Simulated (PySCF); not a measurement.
**Electronic structure of Fe³⁺ (iron, charge +3) at the UHF level**

Configuration: [Ar] 3d5, high-spin 6S determinant. Calculation: PySCF 2.14, in cc-pVTZ-DK (7s6p4d2f1g, 68 functions); the spin-free X2C one-electron Hamiltonian (Gaussian nucleus).

| Item | Value |
| --- | --- |
| Total energy | -1269.508245 hartree |
| One-electron energy | -1721.7169 hartree |
| Hartree (Coulomb) energy | 506.5069 hartree |
| Exchange energy | -54.2982 hartree |
| ⟨S²⟩ | 8.7511 |
| ⟨L²⟩ | 0.000 |
| Sum of ⟨r⟩ | 13.57 bohr |
| Sum of ⟨r²⟩ | 12.88 bohr² |
| Langevin diamagnetic susceptibility | -10.2 ×10⁻⁶ cm³/mol |
| Time after the integrals | 0.25 s of wall time on 1 thread of Neoverse-V2 (shared host) |

```csv
shell,electrons,mean orbital energy (hartree),"rms radius, mean of both spins (bohr)"
1s α,1,-265.05883,0.0675
1s β,1,-265.05546,0.0675
2s α,1,-33.91532,0.288
2s β,1,-33.74934,0.288
2p α,3,-28.98413,0.260
2p β,3,-28.81818,0.260
3s α,1,-5.83637,0.864
3s β,1,-5.36823,0.864
3p α,3,-4.38326,0.919
3p β,3,-3.81806,0.919
3d α,5,-2.06102,1.07
```

Densities and radii are taken from the X2C orbitals without a picture-change correction, which distorts them close to the nucleus.
